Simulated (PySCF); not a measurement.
Cl²⁺ (chlorine, charge +2) across methods

[Ne] 3s2 3p2 4s1, 4s spin antiparallel (an excited configuration). All numbers are calculated (PySCF 2.14, no relativity, point nucleus, in aug-cc-pV(D+d)Z (5s4p3d, 32 functions)).

```
   method  E (hartree)  mean ε 3s β (eV)  mean ε 3p α (eV)  mean ε 4s β (eV)  Σ⟨r²⟩ (bohr²)   ⟨S²⟩
     PW91    -457.9576           -49.242           -38.455           -15.218          27.58  1.752
     PBE0    -457.8237           -50.774           -40.254           -15.738          27.72  1.754
      LDA    -456.4673           -49.291           -38.257           -15.221          27.42  1.751
     MN15    -457.8288           -51.628           -40.966           -15.670          27.59  1.752
   r2SCAN    -457.9306           -49.202           -39.068           -15.240          27.92  1.756
BHandHLYP    -457.9965           -52.323           -41.864           -16.167          27.59  1.754
      PBE    -457.7886           -49.146           -38.377           -15.186          27.62  1.752
      UHF   -457.39880           -53.994           -44.899           -16.890          27.72  1.761
```

Q: Estimate the same row for r2SCAN0.

A: E (hartree) = -457.9345; mean ε 3s β (eV) = -50.773; mean ε 3p α (eV) = -40.725; mean ε 4s β (eV) = -15.778; Σ⟨r²⟩ (bohr²) = 27.85; ⟨S²⟩ = 1.756.

The outer electron is Rydberg-like, and this basis confines it to a smaller radius and binds it less than a complete one would. With the s spin flipped the determinant is a mixture of two multiplicities, not a spectroscopic state.
